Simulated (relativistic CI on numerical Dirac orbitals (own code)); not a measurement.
## Calculated levels, Sb VII

Computed by Dirac-Coulomb-Breit CI, separate exchange-only KLI orbitals for each configuration, model QED, unscaled Slater integrals (own radial code, finite nucleus).

Configurations in the expansion (outside the closed core [Ar] 3d10): 4s²4p⁶4d⁹, 4s²4p⁶4d⁸5s, 4s²4p⁶4d⁸4f, 4s²4p⁵4d¹⁰, 4s²4p⁶4d⁸5p, 4s²4p⁶4d⁸5d, 4s²4p⁶4d⁸6s, 4s4p⁶4d¹⁰, 4s²4p⁶4d⁸6p, 4s²4p⁶4d⁸5f, 4s²4p⁵4d⁹4f, 4s²4p⁶4d⁸6d, 4s²4p⁶4d⁷5s5p, 4s²4p⁶4d⁸7s, 4s²4p⁶4d⁸5g, 4s²4p⁶4d⁸7p, 4s²4p⁶4d⁸6f, 4s²4p⁶4d⁷4f5s, 4s²4p⁵4d⁹5s, 4s4p⁶4d⁹4f, 4s²4p⁵4d⁹5p, 4s²4p⁵4d⁹5d, 4s²4p⁶4d⁷5s², 4s²4p⁶4d⁶4f5s², 4s²4p⁶4d⁶5s²5p, 4s²4p⁶4d⁶5s²5d, 4s²4p⁶4d⁶5s²6s. Double excitations out of closed p, d and f shells are left out; levels of such configurations are missing from the list, as are those of other unlisted configurations, and high levels can miss mixing partners.

The lowest level is 4s²4p⁶4d⁹ ²D5/2, with 99 % of that term; Hund's rules for 4s²4p⁶4d⁹ give ²D with J = 5/2, in agreement.

```tsv
No.	Configuration	Term	J	E (cm⁻¹)	%	Next component (%)	Lifetime (s)	jj configuration (%)
1	4s²4p⁶4d⁹	²D	5/2	0	99			4d5/2^5 (99)
2	4s²4p⁶4d⁹	²D	3/2	10381	100		5.53e-02	4d3/2^3 4d5/2^6 (100)
3	4s²4p⁶4d⁸5s	⁴F	9/2	284671	98	1 ²G	1.19e-03	4d5/2^4 5s (88)
4	4s²4p⁶4d⁸5s	⁴F	7/2	289583	81	18 ²F	2.85e-05	4d5/2^4 5s (60)
5	4s²4p⁶4d⁸5s	⁴F	5/2	294997	91	5 ²D	1.38e-04	4d3/2^3 4d5/2^5 5s (75)
6	4s²4p⁶4d⁸5s	⁴F	3/2	297007	81	17 ²D	6.63e-05	4d5/2^4 5s (38)
7	4s²4p⁶4d⁸5s	²F	7/2	299750	80	18 ⁴F	5.69e-06	4d3/2^3 4d5/2^5 5s (70)
8	4s²4p⁶4d⁸5s	²F	5/2	302834	33	33 ²D	1.02e-05	4d5/2^4 5s (76)
9	4s²4p⁶4d⁸5s	²F	5/2	309107	50	47 ⁴P	9.04e-06	4d3/2^3 4d5/2^5 5s (78)
10	4s²4p⁶4d⁸5s	⁴P	3/2	310027	49	26 ²D	1.73e-05	4d5/2^4 5s (45)
11	4s²4p⁶4d⁸5s	⁴P	1/2	313353	97	3 ²S	2.98e-04	4d5/2^4 5s (41)
12	4s²4p⁶4d⁸5s	⁴P	3/2	315516	50	32 ²D	1.54e-05	4d3/2^3 4d5/2^5 5s (64)
13	4s²4p⁶4d⁸5s	²D	5/2	320058	62	19 ⁴P	1.12e-05	4d3/2^2 4d5/2^6 5s (73)
14	4s²4p⁶4d⁸5s	²G	9/2	322812	98	1 ⁴F	1.01e-05	4d3/2^3 4d5/2^5 5s (88)
15	4s²4p⁶4d⁸5s	²G	7/2	322991	97	2 ²F	1.07e-05	4d3/2^3 4d5/2^5 5s (90)
16	4s²4p⁶4d⁸5s	²P	3/2	324610	73	24 ²D	4.10e-06	4d3/2^3 4d5/2^5 5s (66)
17	4s²4p⁶4d⁸5s	²P	1/2	324702	97	2 ²S	3.34e-06	4d3/2^3 4d5/2^5 5s (68)
18	4s²4p⁶4d⁸5s	²S	1/2	365763	94	3 ⁴P	5.46e-06	4d3/2^2 4d5/2^6 5s (62)
19	4s²4p⁶4d⁸5p	⁴D°	7/2	377090	79	12 ⁴F°	6.80e-10	4d5/2^4 5p1/2 (77)
20	4s²4p⁶4d⁸5p	⁴G°	9/2	381399	41	37 ²G°	7.01e-10	4d5/2^4 5p1/2 (87)
21	4s²4p⁶4d⁸5p	⁴D°	5/2	386102	79	11 ⁴F°	6.48e-10	4d3/2^3 4d5/2^5 5p1/2 (45)
22	4s²4p⁶4d⁸5p	⁴G°	7/2	388793	68	14 ²G°	6.53e-10	4d3/2^3 4d5/2^5 5p1/2 (87)
23	4s²4p⁶4d⁸5p	⁴G°	5/2	390468	56	17 ²F°	4.25e-10	4d3/2^3 4d5/2^5 5p1/2 (42)
24	4s²4p⁶4d⁸5p	⁴G°	11/2	390741	98	2 ²H°	4.66e-10	4d5/2^4 5p3/2 (89)
25	4s²4p⁶4d⁸5p	²D°	3/2	391452	33	22 ⁴F°	3.51e-10	4d5/2^4 5p1/2 (54)
26	4s²4p⁶4d⁸5p	⁴D°	3/2	393674	68	17 ²D°	5.02e-10	4d3/2^3 4d5/2^5 5p3/2 (40)
27	4s²4p⁶4d⁸5p	⁴F°	9/2	395476	71	26 ²G°	4.36e-10	4d5/2^4 5p3/2 (88)
28	4s²4p⁶4d⁸5p	⁴D°	1/2	395811	87	13 ²P°	6.19e-10	4d3/2^3 4d5/2^5 5p3/2 (26)
29	4s²4p⁶4d⁸5p	²F°	7/2	397016	58	22 ⁴F°	1.69e-10	4d5/2^4 5p3/2 (54)
30	4s²4p⁶4d⁸5p	²D°	5/2	397680	50	24 ⁴G°	8.74e-11	4d3/2^3 4d5/2^5 5p1/2 (40)
```

Energies count from the lowest computed level; ° marks odd parity; lifetimes are radiative, by E1, M1, E2 decay to levels of this space only. Filled j subshells are mostly left out of the jj labels.

The mean weight of the leading LS term, summed over parents, in these 30 levels is 74 %, and that of the leading jj configuration (from the same eigenvectors) 67 %.

At this charge configurations can still be misplaced by up to about 7 % of their energy. Levels and lines within the n = 5 or 6 shells can be off by up to 10 % or somewhat more, and those that change n by about 2 %, since core polarisation is missing.

LS names give the leading component of a level, which can be under half, so a name can repeat, a term be missing and a line seem to break the LS rules.
